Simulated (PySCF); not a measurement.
H3O4S (SMILES O=S(O)(O)=[OH+]), charge +1, singlet, geometry from GFN2-xTB. Base run: PySCF with PBE/STO-3G.

PySCF was given this input:
```python
from pyscf import gto, scf, dft

mol = gto.Mole()
mol.atom = '''
    O     0.077479   -1.166885   -0.937474
    S     0.005136   -0.077356   -0.062148
    O    -1.375528    0.544455    0.077225
    O     0.888487    1.103849   -0.431946
    O     0.402788   -0.379413    1.374147
    H    -1.934777    0.664856   -0.698823
    H     1.784693    0.957702   -0.755930
    H     0.122088   -1.200906    1.793508
'''
mol.basis = 'sto-3g'
mol.charge = 1
mol.spin = 0
mol.verbose = 4
mol.build()

mf = dft.RKS(mol)
mf.xc = 'pbe'
mf.kernel()
mf.analyze()
```

The base run was repeated with changes; each row names its change, and settings that it needs were set with it.

| change | ΔE vs base (µEh) | grid points | electrons on the grid |
|---|---|---|---|
| base | 0.0 | 104632 | 50.00001 |
| grids.atom_grid = (150, 974) | -2.4 | 632880 | 50.00000 |
| grids.prune = dft.gen_grid.treutler_prune | -1.0 | 92800 | 50.00001 |
| grids.atom_grid = (75, 302) | -34.0 | 114496 | 50.00004 |
| grids.becke_scheme = stratmann | -3.7 | 104632 | 50.00000 |
| grids.level = 5 | -2.1 | 285584 | 50.00000 |
| grids.radi_method = mura_knowles | -0.2 | 100096 | 50.00001 |
| grids.radi_method = delley | 0.1 | 111880 | 50.00001 |
| grids.level = 2 | -34.8 | 72696 | 50.00004 |
| grids.level = 7 | -2.0 | 582736 | 50.00000 |
| grids.atom_grid = (30, 110) | 2709 | 19632 | 49.99951 |
